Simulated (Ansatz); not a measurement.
Basis-set extrapolation for `O[Si@H](Cl)N[Si@@H](O)Cl` (PBE0-D4/def2-TZVP geometry, frozen core, the Gaussian-basis code of Ansatz). Multiplicity 1, RHF reference.

```csv
,def2-TZVPP,def2-QZVPP
HF,-1704.396162,-1704.450776
MP2 correlation,-1.298067,-1.412222
CCSD(T) correlation,-1.405683,not run
```

Energies in hartree. Use E(X) = E(∞) + A·exp(−7.88·√X) for Hartree–Fock and E(X) = E(∞) + B·X^(−2.97) for correlation, with X = 3 and 4, and add CCSD(T) minus MP2 of the smaller set to the MP2 limit.

**Question.** What is the CCSD(T) energy at the basis-set limit?

**Answer.** HF limit: -1704.450776 + (-0.054614) × 0.13774 = -1704.45830. MP2 limit: -1.412222 + (-0.114155) × 0.74074 = -1.49678. Higher-order term: -1.405683 − (-1.298067) = -0.10762. Total: -1706.06270 hartree, 7.10 eV below CCSD(T)/def2-TZVPP.
